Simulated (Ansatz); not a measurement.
`C[O][Al]([Cl])[Cl]` + CH₃SH → `C[S][Al]([Cl])[Cl]` + CH₃OH at 600 K and 1 bar (ligand exchange at the Al–O bond).

Calculated with Ansatz (gas phase, PBE0-D4/def2-TZVP geometries, no zero-point term in ΔE). CBS: MP2 limit from def2 TZ/QZ plus the TZ coupled-cluster correction, frozen cores. This one scheme is used for every species. One conformer a species, not always the lowest.

```json
{"species": "`C[O][Al]([Cl])[Cl]`", "CCSD(T)/CBS energy (Eh)": "-1276.79096", "H − E (kJ/mol)": "175.6", "S (J/(mol·K))": "446.8"}
{"species": "CH₃SH", "CCSD(T)/CBS energy (Eh)": "-438.22835", "H − E (kJ/mol)": "152.3", "S (J/(mol·K))": "296.8"}
{"species": "`C[S][Al]([Cl])[Cl]`", "CCSD(T)/CBS energy (Eh)": "-1599.39326", "H − E (kJ/mol)": "171.4", "S (J/(mol·K))": "475.9"}
{"species": "CH₃OH", "CCSD(T)/CBS energy (Eh)": "-115.61712", "H − E (kJ/mol)": "163.6", "S (J/(mol·K))": "277.3"}
```

H − E and S are ideal-gas, rigid-rotor, harmonic terms from PBE0-D4/def2-TZVP, for one conformer and one mirror image of each species. 1 Eh = 2625.50 kJ/mol, R = 8.31446 J/(mol·K).

Q: By hand: ΔE, ΔH, ΔS and ΔG.

A: ΔE = (-1599.39326) + (-115.61712) − (-1276.79096) − (-438.22835) = 0.00893 Eh = 23.4 kJ/mol. Δ(H − E) = 171.4 + 163.6 − 175.6 − 152.3 = 7.1, so ΔH = 30.5 kJ/mol. ΔS = 475.9 + 277.3 − 446.8 − 296.8 = 9.6 J/(mol·K). ΔG = 30.5 − 600 × (9.6)/1000 = 24.7 kJ/mol.

Q: By hand: the equilibrium constant, and the temperature at which ΔG would vanish if ΔH and ΔS stayed fixed.

A: log₁₀ K = −ΔG/(RT ln 10) = -2.2. ΔG = 0 at ΔH/ΔS = 3177 K, far beyond where these terms or the molecules hold.

The number of gas molecules stays the same, so ΔS is small and ΔH decides. A doubt of 5 kJ/mol in ΔE shifts log₁₀ K by 0.4 here. Other conformers and mirror images would add mixing entropy, several J/(mol·K) or more a flexible species. Modes under 60 cm⁻¹, often nearly free rotors, make the harmonic entropy too high. These are equilibria of isolated gas molecules and say nothing of rates. Largest T1 diagnostic: 0.010 (customary marks: 0.02 for closed shells, 0.045 for open ones).
